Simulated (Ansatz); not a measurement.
The cluster Sr₂S₂⁺. Total charge 1; quartet. Geometry r2SCAN-D4/def2-TZVP; atoms count from 1.

| atom | x (Å) | y (Å) | z (Å) |
| --- | --- | --- | --- |
| Sr1 | 1.381 | 0.165 | 2.039 |
| Sr2 | -1.381 | -0.166 | -2.039 |
| S3 | -1.118 | -0.002 | 0.758 |
| S4 | 1.118 | 0.002 | -0.758 |

In the def2 sets Sr takes a core potential; there is no spin–orbit coupling. At PBE0-D4/def2-TZVP a doublet of charge 1 lies 2.62 eV below the quartet, each at its own geometry. The structure comes from a short search, and lower isomers may exist.

**Question.** Estimate the Mulliken populations from the PBE0/def2-TZVP orbitals of Ansatz.

**Answer.** 
| atom | charge (e) | spin (α − β) |
| --- | --- | --- |
| Sr1 | 1.03 | 0.48 |
| Sr2 | 1.03 | 0.48 |
| S3 | -0.53 | 1.02 |
| S4 | -0.53 | 1.02 |
Mulliken values and Mayer orders depend strongly on the basis.

**Question.** Where does the spin sit?

**Answer.** Summed by element: Sr 0.95, S 2.05, of 3 unpaired in all. Largest on single atoms: S3 1.02, S4 1.02, Sr1 0.48.

**Question.** And the Mayer bond orders between bonded heavy atoms (over 0.3)?

**Answer.** Sr1–S3 0.43 (2.81 Å); Sr1–S4 0.43 (2.81 Å); Sr2–S3 0.43 (2.81 Å); Sr2–S4 0.43 (2.81 Å). Values over 0.3 also appear between atoms too far apart for a bond (Sr1–Sr2 0.52 at 4.94 Å; S3–S4 0.82 at 2.70 Å); they arise where an orbital or an unpaired electron spreads over both atoms.
